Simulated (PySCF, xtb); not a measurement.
C2H9FOSi2, SMILES C[SiH2]CO[SiH2]F. Other conformers were not sampled.

Harmonic wavenumbers (cm⁻¹) from GFN2-xTB run with xtb at its own minimum, in rising order: 20, 41, 91, 102, 124, 191, 293, 304, 456, 555, 559, 601, 651, 682, 735, 747, 762, 774, 780, 806, 825, 841, 848, 1158, 1217, 1284, 1367, 1473, 1474, 1479, 2222, 2232, 2317, 2416, 2916, 2935, 3029, 3031, 3044.

Q: What does r2SCAN-D4/def2-SVP (PySCF) give at its own minimum? (The exact figures need the calculation; the answer reports its results.)

A: 20, 57, 85, 134, 170, 176, 251, 351, 478, 583, 626, 684, 703, 754, 761, 805, 845, 870, 882, 901, 944, 955, 976, 1114, 1235, 1253, 1286, 1428, 1433, 1450, 2203, 2218, 2245, 2296, 2986, 3040, 3047, 3146, 3152. Paired by order, the mean absolute difference is 58 cm⁻¹ and the zero-point energies are 64.9 and 66.5 kcal/mol.
